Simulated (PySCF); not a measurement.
Isomers of C6H5F3O.

All values: PBE0/def2-SVPD (PySCF) at GFN2-xTB geometries, gas phase, one conformer each. Core orbitals are frozen in the response; Δα² is half the sum of the squared differences of the principal polarisabilities.

(1) Rank by HOMO energy, highest first.
A. `[CH2:1]=[C:2]=[C:3]=[CH:4][CH2:5][O:6][C:7]([F:8])([F:9])[F:10]` with C3–C4–C5–O6 7°, C4–C5–O6–C7 88°
B. `O=C1C=C(C(F)(F)F)CC1`
C. `[CH2:1]=[C:2]1[CH:3]=[C:4]1[O:5][CH2:6][C:7]([F:8])([F:9])[F:10]` with C3–C4–O5–C6 -3°, C4–O5–C6–C7 -81°
D. `[CH2:1]=[C:2]=[C:3]([CH3:4])[C:5](=[O:6])[C:7]([F:8])([F:9])[F:10]` with C2–C3–C5–O6 -179°
E. `[CH3:1][CH:2]=[C:3]=[CH:4][C:5](=[O:6])[C:7]([F:8])([F:9])[F:10]` with C3–C4–C5–O6 -179°

(2) Rank by mean static polarisability, highest first.
A. `[CH2:1]=[C:2]=[C:3]=[CH:4][CH2:5][O:6][C:7]([F:8])([F:9])[F:10]` with C3–C4–C5–O6 7°, C4–C5–O6–C7 88°
B. `[CH3:1][CH:2]=[C:3]=[CH:4][C:5](=[O:6])[C:7]([F:8])([F:9])[F:10]` with C3–C4–C5–O6 -179°
C. `C1=C(CCC1=O)C(F)(F)F`
D. `[CH2:1]=[C:2]=[C:3]([CH3:4])[C:5](=[O:6])[C:7]([F:8])([F:9])[F:10]` with C2–C3–C5–O6 -179°
E. `[CH2:1]=[C:2]1[CH:3]=[C:4]1[O:5][CH2:6][C:7]([F:8])([F:9])[F:10]` with C3–C4–O5–C6 -3°, C4–O5–C6–C7 -81°

(3) Rank by dipole moment, lowest first.
A. `[CH3:1][CH:2]=[C:3]=[CH:4][C:5](=[O:6])[C:7]([F:8])([F:9])[F:10]` with C3–C4–C5–O6 -179°
B. `[CH2:1]=[C:2]=[C:3]=[CH:4][CH2:5][O:6][C:7]([F:8])([F:9])[F:10]` with C3–C4–C5–O6 7°, C4–C5–O6–C7 88°
C. `[CH2:1]=[C:2]=[C:3]([CH3:4])[C:5](=[O:6])[C:7]([F:8])([F:9])[F:10]` with C2–C3–C5–O6 -179°
D. `O=C1C=C(C(F)(F)F)CC1`
E. `[CH2:1]=[C:2]1[CH:3]=[C:4]1[O:5][CH2:6][C:7]([F:8])([F:9])[F:10]` with C3–C4–O5–C6 -3°, C4–O5–C6–C7 -81°

## Answers

(1) C (-6.03 eV), A (-7.17 eV), B (-7.75 eV), E (-7.98 eV), D (-8.16 eV).

(2) A (12.97 Å³), B (12.17 Å³), D (11.94 Å³), E (11.62 Å³), C (10.86 Å³).

(3) D (2.29 D), B (2.55 D), E (2.84 D), C (3.98 D), A (4.68 D).

All values together:

```
               SMILES  μ (D)  HOMO (eV)  LUMO (eV)  α (Å³)  Δα (Å³)
   C=C1C=C1OCC(F)(F)F   2.84      -6.03      -0.08   11.62     6.71
  CC=C=CC(=O)C(F)(F)F   4.68      -7.98      -2.35   12.17     9.23
C=C=C(C)C(=O)C(F)(F)F   3.98      -8.16      -2.36   11.94     7.74
    C=C=C=CCOC(F)(F)F   2.55      -7.17      -1.77   12.97    11.29
 O=C1C=C(C(F)(F)F)CC1   2.29      -7.75      -2.23   10.86     5.30
```

Conformers: `[CH2:1]=[C:2]1[CH:3]=[C:4]1[O:5][CH2:6][C:7]([F:8])([F:9])[F:10]` with C3–C4–O5–C6 -3°, C4–O5–C6–C7 -81°; `[CH3:1][CH:2]=[C:3]=[CH:4][C:5](=[O:6])[C:7]([F:8])([F:9])[F:10]` with C3–C4–C5–O6 -179°; `[CH2:1]=[C:2]=[C:3]([CH3:4])[C:5](=[O:6])[C:7]([F:8])([F:9])[F:10]` with C2–C3–C5–O6 -179°; `[CH2:1]=[C:2]=[C:3]=[CH:4][CH2:5][O:6][C:7]([F:8])([F:9])[F:10]` with C3–C4–C5–O6 7°, C4–C5–O6–C7 88°.
